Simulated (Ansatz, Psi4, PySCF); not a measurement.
nitrogen atom (N), quartet. Base run: PySCF with CAMB3LYP/def2-SVP.

Geometry (Å):
```xyz
1

N      0.0000     0.0000     0.0000
```
Charge 0, spin multiplicity 4.
Orbitals are unrestricted.
All else is at PySCF's defaults.

The same geometry, method and basis name were run in Ansatz (a program for electronic structure) and Psi4 and PySCF, at each program's defaults and at the settings that a row names. The base is PySCF at its defaults. Differences at the defaults can come from grids, fitting, cores and function types together.

```json
[
 {"code and settings": "PySCF, defaults (exact integrals, its default grid, spherical functions)", "ΔE vs base (mEh)": "0.000", "basis functions": "14", "E (Eh)": "-54.51628", "SCF cycles": "6"},
 {"code and settings": "Psi4, defaults (density fitting with its default set, its default grid, spherical functions)", "ΔE vs base (mEh)": "-0.001", "basis functions": "14", "E (Eh)": "-54.51628", "SCF cycles": "8"},
 {"code and settings": "Ansatz, defaults (factorised integrals, its default grid, spherical functions)", "ΔE vs base (mEh)": "0.000", "basis functions": "14", "E (Eh)": "-54.51628", "SCF cycles": "-"},
 {"code and settings": "PySCF, density fitting with def2-universal-jkfit", "ΔE vs base (mEh)": "-0.002", "basis functions": "14", "E (Eh)": "-54.51628", "SCF cycles": "6"},
 {"code and settings": "PySCF, fine grid", "ΔE vs base (mEh)": "0.000", "basis functions": "14", "E (Eh)": "-54.51628", "SCF cycles": "6"},
 {"code and settings": "Psi4, exact integrals, spherical functions, fine grid", "ΔE vs base (mEh)": "0.000", "basis functions": "14", "E (Eh)": "-54.51628", "SCF cycles": "9"},
 {"code and settings": "Ansatz, high accuracy", "ΔE vs base (mEh)": "0.000", "basis functions": "14", "E (Eh)": "-54.51628", "SCF cycles": "-"}
]
```

Open shells are given as the SCF converged; they aren't shown to be the lowest states, and a large step between rows can be another state.
